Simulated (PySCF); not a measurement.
Level of theory: PySCF, B3LYP, basis Ti def2-SVPD, S def2-SVPD (no relativity, density fitting). Open shells, if any, are unrestricted.

Question: What shape and geometry does isolated doublet [TiS2]- take (every ligand bound to Ti)?

Answer: Formally Ti is in oxidation state +3, d1, with 1 unpaired electron. The Mulliken spin on Ti is 1.33. The polar-tensor charge on Ti, 1.25, is far below the formal one. The lowest minimum found is a doublet of C2v symmetry with Ti–S 2.166 Å (×2); S–Ti–S 127.4°. Its harmonic wavenumbers are 64 (a1), 441 (a1), 530 (b2) cm⁻¹ and its dipole moment is 5.13 D about the centre of mass.

Only a few start shapes were tried, so a lower isomer may exist. Open d and f shells are described by one determinant, and the ground state may have another occupation or spin. The lowest empty level of this anion is unbound, so it and the gap depend on the basis.
